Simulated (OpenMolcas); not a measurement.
# Mo: effect of the active space

```
Program             : OpenMolcas
Method              : SS-CASPT2 or its RAS form, IPEA 0.25 Eh, imaginary shift 0.1 Eh
Basis               : ANO-RCC-VDZP
Scalar Hamiltonian  : DKH2, point nucleus
Spin-orbit coupling : RASSI with atomic mean-field integrals over the reference wave functions, term energies averaged over their components
```

A. 6 electrons in 6 orbitals (4d 5s); 2S+1 = 7 even, 1 root; 2S+1 = 5 even, 23 roots; 2S+1 = 3 even, 30 roots; 2S+1 = 1 even, 1 root (0 in the spin-orbit step); closed shells correlated: 4s 4p; CASPT2 step about 10 core-seconds
B. 6 electrons in 9 orbitals (RAS2 4d 5s; RAS3 5p, at most 2 electrons); 2S+1 = 7 even, 1 root; 2S+1 = 5 even, 30 roots kept (CI in the orbitals of an earlier block); 2S+1 = 3 even, 72 roots kept (CI in the orbitals of an earlier block); 2S+1 = 1 even, 23 roots kept (CI in the orbitals of an earlier block); 2S+1 = 7 odd, 18 roots; 2S+1 = 5 odd, 13 roots kept (CI in the orbitals of an earlier block); 2S+1 = 3 odd, 3 roots kept (CI in the orbitals of an earlier block, 0 in the spin-orbit step); closed shells correlated: 4s 4p; CASPT2 step roughly 2.1 core-minutes

Energies in cm-1 above 4d5 5s 7S3, the measured ground level; measured values from NIST Handbook of Basic Atomic Spectroscopic Data.

```
            Level      A      B  Measured
       4d5 5s 7S3    0.0    0.0       0.0
       4d5 5s 5S2  12640  12350     10768
      4d4 5s2 5D0  13050  12260     10966
      4d4 5s2 5D1  13150  12400          
      4d4 5s2 5D2  13340  12660          
      4d4 5s2 5D3  13620  13000          
      4d4 5s2 5D4  14000  13430          
       4d5 5s 5G4  20680  20420          
       4d5 5s 5G5  20680  20460          
       4d5 5s 5G3  20680  20380          
       4d5 5s 5G6  20680  20480          
       4d5 5s 5G2  20680  20340     16641
       4d5 5s 5P3  22010  21740          
       4d5 5s 5P2  22030  21860          
       4d5 5s 5P1  22180  22020          
       4d5 5s 5D0  23130  23670          
       4d5 5s 5D1  23360  23830          
       4d5 5s 5D4  23610  23890          
       4d5 5s 5D2  23610  24010          
       4d5 5s 5D3  23750  24090          
4d5 5s 3P1 [68 %]  26160  24990          
       4d5 5s 3P0  26510  24590
```

Deviations, from unrounded energies. A percentage is the sum of absolute deviations over the sum of measured energies, with the sign that they share, or ± where signs differ.

```csv
Against measurement,Levels,A,B
mean absolute deviation (cm-1),3,2700,2200
other terms of the ground configuration (%),2,+21.6,+19.2
other configurations (%),1,+19.0,+11.8
```

B lies closest to measurement on these levels. The largest miss of B in the table is 4d5 5s 5G2, by +3700 cm-1. The ranking rests on the paired levels alone, and a cruder setting can come out closer through cancelling errors.

The spin-orbit steps hold different terms of 4d5 5s (A lacks among others 1I, 1S, a 3D, 3F, a 3G), which shifts levels as well.

Between A and B the level of the table that moves most is 4d5 5s 3P0, by 1900 cm-1 (lowest in B, highest in A). Moves below CASPT2's spread within the term are not significant.

CASPT2 breaks the degeneracy within a term, and the mean is taken; among the terms shown or strongly mixed into the levels shown the widest spread is 140 cm-1 (4d5 5s 5D, B). Some high roots are left out of the spin-orbit mixing, which shifts the levels that they would mix with. Configurations are named by rounded mean occupations; where the s occupation lies near a half they are strongly mixed, a name can repeat and a true partner stay unpaired. A single d shell beside an s shell can misplace configurations of different d count against each other. Some terms miss by over 15 % even with CASPT2, which points to a basis or an active space too small for the shells correlated. Terms from blocks run as CI alone lack orbitals of their own (holds for B). Computed and measured levels are paired by configuration, term and J; levels that our copy of the source lacks, or whose pairing is in doubt (as where it misses far off the trend of its configuration), stay unpaired and out of the deviations. Only configurations of the active space appear. The table leaves out levels that lie high or whose names do not pair safely across all columns.

A share in square brackets marks a mixed level and gives the weight of the term that names it, the lowest over the columns.
